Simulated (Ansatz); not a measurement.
`C[O][GeH2][SeH]` + `C1=CN1` → `CN1C=C1` + `[OH][GeH2][SeH]`  (substitution at a C–O bond)

Gas-phase electronic energies from Ansatz, PBE0-D4/def2-TZVP geometries. CCSD(T)/CBS is the MP2 limit (def2-TZVPP, def2-QZVPP) plus CCSD(T) − MP2 in def2-TZVPP, frozen cores. DFT in def2-TZVPP. B3LYP here is the variant with VWN-RPA as its local correlation; programs differ in this. For Ge, Se outer-core shells are correlated without core-valence functions, which leaves a few kJ/mol of doubt a bond. Scalar relativity is left out up to krypton. Each species was taken in one conformer, which may not be the lowest.

```csv
level,ΔE (kJ/mol),difference from CCSD(T)/CBS
PBE-D4,-33.8,0.5
B3LYP-D4,-30.3,4.0
ωB97X-V,-31.6,2.7
r2SCAN,-34.4,-0.1
MP2/def2-TZVPP,-38.7,-4.4
CCSD/def2-TZVPP,-32.0,2.3
CCSD(T)/def2-TZVPP,-32.6,1.7
HF/def2-QZVPP,-29.2,5.1
SCS-MP2/def2-QZVPP,-36.1,-1.8
HF/CBS(def2),-29.3,5.0
CCSD(T)/CBS,-34.3,0
```

Largest T1 diagnostic among the species: 0.011.

In def2-TZVPP, CCSD(T) changes the Hartree–Fock value by −3.8 kJ/mol (the triples alone add −0.6 kJ/mol) and MP2 by −9.8 kJ/mol.
